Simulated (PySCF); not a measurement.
Input of a run (PBE0-D3(BJ)/def2-SVP geometry optimisation, gas phase (PySCF 2.14.0)), started from GFN2-xTB:
```
{"job": {"xc": "PBE0", "basis": "def2-SVP", "d3": "d3bj", "grid": 1, "maxiter": 30, "shake": 0.01, "kind": "geom"}, "charge": 0, "multiplicity": 1}
Br     2.857740    -1.622570    -0.124210
C      1.136870    -0.743030    -0.056400
C      1.053290     0.644610    -0.053960
C     -0.156870     1.212750     0.006730
C     -1.304860     0.373510     0.044330
C     -1.103560    -0.986130     0.037520
N      0.112410    -1.538980    -0.013310
H      1.984450     1.252100    -0.085500
H     -0.305950     2.289790     0.038460
H     -2.302300     0.784930     0.109630
H     -1.933110    -1.692810     0.081040
```

Output (energies in Eh, forces in Eh/bohr):
```
step   0  E = -2820.76876340  max force = 0.062971
step   1  E = -2820.76659309  max force = 0.033037
step   2  E = -2820.76899546  max force = 0.026182
step   3  E = -2820.77266541  max force = 0.008692
step   4  E = -2820.77300778  max force = 0.005188
step   5  E = -2820.77304707  max force = 0.005488
step   6  E = -2820.77325227  max force = 0.001346
step   7  E = -2820.77326483  max force = 0.000471
step   8  E = -2820.77326909  max force = 0.000100
optimisation converged
```

Task: Summarise the run.

Result: The energy falls by 2.8 kcal/mol over 9 energy and gradient evaluations, the largest force component goes from 0.0630 to 1.0e-04 Eh/bohr, and the atoms move by 0.024 Å rms after alignment. The bond that changes most is C3–C4 (both ends aromatic CH carbon), which lengthens by 0.052 Å. Bonds longer at the end by more than 0.005 Å: 5 of 11; shorter: 3. Among the angles that change most is C3–C4–H9, from 123.1° to 120.0°. The energy rose by more than 1e-6 Eh at step 1.

Task: What are the final bond lengths?

Result: Br1–C2 1.897 Å, C2–C3 1.399 Å, C3–C4 1.390 Å, C4–C5 1.395 Å, C5–C6 1.392 Å, C6–N7 1.333 Å, C2–N7 1.313 Å, C3–H8 1.090 Å, C4–H9 1.093 Å, C5–H10 1.092 Å, C6–H11 1.095 Å. Numbering counts from 1 in the input's order; the species is 2-bromopyridine (`Brc1ccccn1`).

The run used 136 basis functions and 69 SCF cycles in all.

Stationary, but not proved a minimum.
